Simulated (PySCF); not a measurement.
Level of theory: M06-2X/def2-TZVP // B3LYP-D3(BJ)/def2-TZVP run with PySCF 2.14.0. All species are isolated molecules in the gas phase. Delta-SCF ions had no search for a lower state. Excitations are Tamm–Dancoff values on a coarser integration grid. The basis has no diffuse functions, so Rydberg states are missing or too high.

Reference species (SMILES): `C#CN[SiH3]` (neutral, multiplicity 1).

- vertical ionisation energy (Delta-SCF): 8.90 eV
- T1 excitation (TDA): 5.27 eV
- HOMO–LUMO gap: 8.53 eV

Changed species: `C(=[SiH2])=NC`.

Problem. Predict the effect on the vertical ionisation energy (Delta-SCF), T1 excitation (TDA) and HOMO–LUMO gap.

Solution. the vertical ionisation energy (Delta-SCF) decreases by 1.47 eV, to 7.43 eV; the T1 excitation (TDA) falls by 2.17 eV, to 3.10 eV; the HOMO–LUMO gap drops by 1.87 eV, to 6.66 eV.
